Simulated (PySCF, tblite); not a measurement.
Structures optimised with GFN2-xTB, isolated species. One conformer each, none proved a minimum here. Atom numbers follow the mapped SMILES.

Question: Rank these C–C bonds from shortest to longest.
A. C2–C3 in `[CH3:1][C:2]([CH3:3])=[CH:4][O:5][CH:6]([F:7])[F:8]` with C2–C4–O5–C6 -160°, C4–O5–C6–F7 -158°
B. C2–C3 in `[H]/[N:6]=[C:5](\[CH:4]=[C:3]=[C:2]=[CH2:1])[CH2:7][CH2:8][F:9]` with C3–C4–C5–N6 1°, C4–C5–C7–C8 -77°, C5–C7–C8–F9 71°
C. C1–C2 in `[CH3:1][C@@H:2]1[CH2:3][CH2:4][P@@:5]1([CH3:6])=[O:7]` with C1–C2–C3–C4 -144°, C2–C3–C4–P5 18°, C3–C4–P5–C6 91°, C1–C2–P5–C4 137°
D. C3–C4 in `[CH2:1]=[CH:2][C@H:3]([CH3:4])[C:5](=[O:6])[F:7]` with C1–C2–C3–C4 -124°, C2–C3–C5–O6 -115°

Answer: B (1.256 Å), A (1.496 Å), C (1.515 Å), D (1.534 Å).

- 1.256 Å: drawn double, both ends central carbon of cumulated double bonds
- 1.496 Å: drawn single, fully substituted alkene carbon to allylic carbon
- 1.515 Å: drawn single, methyl carbon to sp3 carbon bound to phosphorus
- 1.534 Å: drawn single, sp3 carbon next to a carbonyl to methyl carbon

These are computed values.
